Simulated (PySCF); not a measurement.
**`[SiH3]Oc1ccccc1`: 4 charge schemes on one density**

C₆H₈OSi.
Z-matrix (Å and degrees, PBE0-D3(BJ)/def2-SVP geometry), rows numbered from 1:
```
Si
O   1  1.6779
C   2  1.3530  1  128.57
C   3  1.3991  2  117.65  1   178.16
C   4  1.3906  3  119.96  2  -179.99
C   5  1.3960  4  120.61  3    -0.03
C   6  1.3928  5  119.30  4     0.05
C   7  1.3942  6  120.59  5    -0.01
H   1  1.4936  2  110.62  3   -59.94
H   1  1.4853  2  105.04  3  -179.39
H   1  1.4934  2  110.75  3    61.11
H   4  1.0915  3  118.41  2    -0.07
H   5  1.0928  4  119.37  3   179.96
H   6  1.0919  5  120.37  4  -179.95
H   7  1.0927  6  120.15  5  -180.00
H   8  1.0937  3  120.27  2    -0.02
```

Density: PBE0/pcSseg-1 (PySCF); schemes: Mulliken, IAO, Hirshfeld and ESP-fitted. Geometry: PBE0-D3(BJ)/def2-SVP, one conformer, isolated molecule.

Q: Tabulate the Mulliken, IAO, Hirshfeld and ESP-fitted charges.

A: In e:

| atom | environment | Mulliken | IAO | Hirshfeld | ESP-fitted |
| --- | --- | --- | --- | --- | --- |
| Si1 | oxygen-bound silicon | +0.658 | +0.829 | +0.390 | +0.571 |
| O2 | silyl ether oxygen | -0.639 | -0.576 | -0.198 | -0.460 |
| C3 | aromatic carbon bearing oxygen | +0.296 | +0.210 | +0.076 | +0.507 |
| C4 | aromatic CH carbon | -0.117 | -0.182 | -0.068 | -0.369 |
| C5 | aromatic CH carbon | -0.079 | -0.141 | -0.046 | -0.046 |
| C6 | aromatic CH carbon | -0.092 | -0.172 | -0.062 | -0.258 |
| C7 | aromatic CH carbon | -0.083 | -0.138 | -0.048 | -0.075 |
| C8 | aromatic CH carbon | -0.191 | -0.210 | -0.075 | -0.350 |
| H9 | Si–H hydrogen | -0.093 | -0.135 | -0.075 | -0.113 |
| H10 | Si–H hydrogen | -0.084 | -0.111 | -0.066 | -0.084 |
| H11 | Si–H hydrogen | -0.094 | -0.136 | -0.075 | -0.112 |
| H12 | aromatic hydrogen | +0.102 | +0.161 | +0.051 | +0.185 |
| H13 | aromatic hydrogen | +0.099 | +0.153 | +0.052 | +0.137 |
| H14 | aromatic hydrogen | +0.095 | +0.151 | +0.049 | +0.159 |
| H15 | aromatic hydrogen | +0.097 | +0.153 | +0.052 | +0.145 |
| H16 | aromatic hydrogen | +0.123 | +0.146 | +0.044 | +0.165 |

Mean size of the charges over all atoms: ESP-fitted 0.233 e, IAO 0.225 e, Mulliken 0.184 e, Hirshfeld 0.089 e. Each set sums to the total charge, 0, to within 0.001 e. The IAO scheme counts the electrons in orthogonalised intrinsic atomic orbitals, a minimal basis polarised so that it spans the occupied orbitals exactly.

Lowest charge. All schemes agree: Mulliken O2 (-0.639); IAO O2 (-0.576); Hirshfeld O2 (-0.198); ESP-fitted O2 (-0.460).

Highest charge. All schemes agree: Mulliken Si1 (+0.658); IAO Si1 (+0.829); Hirshfeld Si1 (+0.390); ESP-fitted Si1 (+0.571).

Q: How closely do the schemes follow one another over all atoms?

A: Correlation coefficient and root-mean-square difference: IAO with Hirshfeld 0.99, 0.173 e; Mulliken with IAO 0.98, 0.069 e; Mulliken with Hirshfeld 0.95, 0.148 e; Mulliken with ESP-fitted 0.91, 0.117 e; IAO with ESP-fitted 0.91, 0.124 e; Hirshfeld with ESP-fitted 0.87, 0.186 e.

Q: How many electrons does the ESP-fitted scheme count on C7?

A: Z − q = 6 − (-0.075) = 6.075.

Q: Sum the charges by element, for elements with more than one atom.

A: 
| element | atoms | Mulliken | IAO | Hirshfeld | ESP-fitted |
| --- | --- | --- | --- | --- | --- |
| C | 6 | -0.265 | -0.634 | -0.222 | -0.592 |
| H | 8 | +0.246 | +0.381 | +0.031 | +0.481 |
